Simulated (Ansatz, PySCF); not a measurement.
1,1-dichlorobuta-1,2-diene (C₄H₄Cl₂), SMILES CC=C=C(Cl)Cl. Atoms are numbered in the order given.

```xyz
10

C     -3.2010     0.1231     0.2365
C     -1.9218     0.0622     1.0256
C     -0.7141     0.0217     0.5149
C      0.4847    -0.0184    -0.0031
Cl     1.2943    -1.5175    -0.3951
Cl     1.4101     1.4225    -0.3550
H     -3.7731     1.0279     0.5029
H     -3.0108     0.1316    -0.8454
H     -3.8412    -0.7426     0.4768
H     -2.0187     0.0509     2.1216
```

Geometry optimised at B3LYP-D3(BJ)/def2-SVP.

Two levels are set side by side: PBE-D3(BJ)/def2-SVP (Ansatz, an electronic-structure program) and B3LYP-D3(BJ)/def2-SVP (Ansatz). Each level has its own optimised geometry; the coordinates shown are those of the second. Frequencies come from the Hessian of PySCF at each geometry. Differences are taken from unrounded values.

| quantity | B3LYP-D3(BJ) |
|---|---|
| mean bond length (Å) | 1.336 |
| bond C1–C2 (Å) | 1.504 |
| bond C2–C3 (Å) | 1.312 |
| bond C3–C4 (Å) | 1.307 |
| bond C4–Cl5 (Å) | 1.748 |
| bond C4–Cl6 (Å) | 1.748 |
| bond C1–H7 (Å) | 1.103 |
| bond C1–H8 (Å) | 1.099 |
| bond C1–H9 (Å) | 1.103 |
| bond C2–H10 (Å) | 1.100 |
| highest harmonic wavenumber (cm⁻¹) | 3144 |
| mean harmonic wavenumber (cm⁻¹) | 1206 |
| zero-point energy (kcal/mol) | 41.39 |

### Question
What does PBE-D3(BJ) give, and how far is it from B3LYP-D3(BJ)? (An estimate is asked for; the answer gives what the named calculation found.)

### Answer

```tsv
quantity	PBE-D3(BJ)	PBE-D3(BJ) minus B3LYP-D3(BJ)
mean bond length (Å)	1.342	0.005
bond C1–C2 (Å)	1.504	0.000
bond C2–C3 (Å)	1.321	0.009
bond C3–C4 (Å)	1.316	0.010
bond C4–Cl5 (Å)	1.748	0.000
bond C4–Cl6 (Å)	1.748	0.000
bond C1–H7 (Å)	1.111	0.008
bond C1–H8 (Å)	1.106	0.007
bond C1–H9 (Å)	1.111	0.008
bond C2–H10 (Å)	1.109	0.009
highest harmonic wavenumber (cm⁻¹)	3092	-52
mean harmonic wavenumber (cm⁻¹)	1174	-33
zero-point energy (kcal/mol)	40.27	-1.12
```

Exact exchange shortens and stiffens bonds; PBE has none. Differences between two approximate levels are no errors against the true value.
